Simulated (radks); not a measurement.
Results of a calculation; reference values are marked as such.
Excited configurations of Bi+: one electron is placed in a higher orbital outside [Hg] 6p1. The ground configuration is [Hg] 6p2. Level of theory: Dirac Kohn-Sham, PBE, spin-unpolarised, spherical densities, finite nucleus; open shells are shared between the two j in proportion to 2j + 1; Fermi nuclear charge, rms radius 5.5211 fm (a radial shooting solver on a logarithmic mesh with Libxc functionals). Excitation = E - E(ground); binding = E(ion) - E, where the ion is the core of charge +2; n* = 2/sqrt(2 binding) in atomic units, and the quantum defect is n - n*. Eigenvalue and <r> are those of j = l + 1/2.

| outer orbital | excitation (eV) | binding (eV) | n* | eigenvalue (eV) | <r> (bohr) |
|---|---|---|---|---|---|
| 5f | 11.746 | 3.682 | 3.845 | -2.500 | 7.950 |
| 6d | 8.820 | 6.607 | 2.870 | -4.461 | 4.980 |
| 6f | 12.856 | 2.571 | 4.601 | -1.886 | 13.33 |
| 7s | 7.236 | 8.192 | 2.578 | -6.344 | 5.236 |
| 7p | 9.371 | 6.057 | 2.997 | -4.540 | 6.763 |
| 7d | 11.658 | 3.770 | 3.800 | -2.863 | 9.954 |
| 7f | 13.595 | 1.832 | 5.450 | -1.418 | 20.27 |

The Delta-SCF ionisation energy is 15.428 eV (NIST Atomic Spectra Database: 16.703 eV, measured). Self-interaction in the functional shifts the binding energies and quantum defects, so they are the method's values and not measured ones. Spin polarisation and multiplet splitting are left out, so open shells lie too high by an amount that depends on their filling. Sharing an open shell by 2j + 1 raises it above the true ground level by a part of the spin-orbit splitting, which enters the differences from NIST.

Beside tabulated values, note that spin-unpolarised runs miss the spin-polarisation part of the exchange energy of open shells.
